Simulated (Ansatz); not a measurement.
H2Pb (SMILES [PbH2]) moved off its minimum; all values from Ansatz (a quantum-chemistry and plane-wave program), cores frozen in correlated methods. Elements past Kr take the def2 small-core potentials, without spin–orbit coupling.
(charge 0, multiplicity 1)
```xyz
3

Pb    -0.01723     0.01560     0.02711
H     -0.18003    -1.31398    -1.29570
H     -0.15506     1.34028    -1.24646
```

### Question
Give the forces (eV/Å), the total energy and the dipole at CCSD(T)/def2-TZVPPD.

### Answer

| atom | Fx | Fy | Fz |
|---|---|---|---|
| Pb1 | -0.002 | -0.261 | 0.003 |
| H2 | 0.016 | 0.142 | 0.126 |
| H3 | -0.014 | 0.119 | -0.129 |
Energy -193.0669 hartree, dipole 1.46 D.
